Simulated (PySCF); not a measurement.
Molecule: `CC[C@@H]1OBO[C@@H]1F`, C$_{4}$H$_{8}$BFO$_{2}$.

Bonds (- single, = double, # triple, : aromatic): C1-C2, C2-C3, C3-O4, O4-B5, B5-O6, O6-C7, C7-F8, C7-C3. C1 carries H9, H10, H11; C2 carries H12, H13; C3 carries H14; B5 carries H15; C7 carries H16. Stereochemistry as in CC[C@@H]1OBO[C@@H]1F. H13 is pro-R; H12 is pro-S.

Frames of a GFN2-xTB Langevin trajectory at 300 K; GIAO PBE0/pcSseg-1 shieldings in PySCF 2.14, gas phase, non-relativistic; equivalent atoms averaged within each frame.

δ = σ(ref) − σ, references computed at the same level: TMS for 13C (186.93 ppm) and 1H (31.72 ppm); H2O for 17O (336.08 ppm); 11B (100.07 ppm) against BF3·OEt2; CFCl3 for 19F (170.95 ppm). The references are static minima.

Task: How do the shifts (ppm) fluctuate along the trajectory?

Result: 
```tsv
time (fs)	C7	C3	C2	C1	O6	O4	B5	F8	H16	H14
250	122.6	85.3	26.6	9.9	188.8	166.4	28.4	-144.4	6.63	4.63
425	116.4	87.6	22.9	12.9	194.7	167.1	26.2	-164.1	5.85	3.92
625	118.8	93.1	29.2	10.2	192.9	180.0	26.3	-162.5	7.15	4.19
800	112.4	89.6	23.6	6.9	207.3	172.3	24.9	-166.5	5.80	4.02
1000	122.4	84.9	37.1	18.9	199.6	160.3	29.5	-135.2	6.73	3.89
mean of frames	118.5	88.1	27.9	11.8	196.7	169.2	27.1	-154.5	6.43	4.13
standard deviation	4.3	3.4	5.7	4.5	7.1	7.4	1.8	13.9	0.59	0.30
```

5 frames give an uncertainty of the mean of about the standard deviation over 2.2 at best, since frames this close in time may not be independent; classical motion lacks zero-point vibration, and the reference would need the same averaging.
